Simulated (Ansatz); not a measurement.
## Telling isomers of F3GeH2Si apart by their spectra

These gas-phase data were calculated for one isomer of F3GeH2Si at PBE0-D3(BJ)/def2-SVP (harmonic, unscaled wavenumbers; equilibrium rotational constants with average atomic masses):

* rotational constants: 3.873, 1.349, 1.336 GHz
* all wavenumbers above 1500 cm⁻¹: 2176, 2150
* dipole moment: 2.35 D (PBE0/def2-TZVPD)

Candidates:

(1) `F[Si](F)(F)[GeH2]`, a doublet
(2) `[F][GeH][SiH](F)F`, a doublet

**Question.** Which candidate do the data belong to?

**Answer.** Candidate (1). 2 modes lie between 1900 and 2250 cm⁻¹, one for each Ge–H bond, while (2) has 1.

The same quantities for all candidates:

|  | rotational constants (GHz) | wavenumbers above 1500 cm⁻¹ | dipole (D) | E above the lowest, PBE0-D3(BJ)/def2-SVP (kcal/mol) |
| --- | --- | --- | --- | --- |
| (1) | 3.873, 1.349, 1.336 | 2176, 2150 | 2.35 | 0.0 |
| (2) | 4.555, 1.396, 1.172 | 2273, 2084 | 1.40 | 24.0 |

Harmonic stretches to hydrogen usually lie a few per cent above observed fundamentals. Each candidate is one conformer. Open shells are spin-unrestricted. Programs: Ansatz 0.2.0.
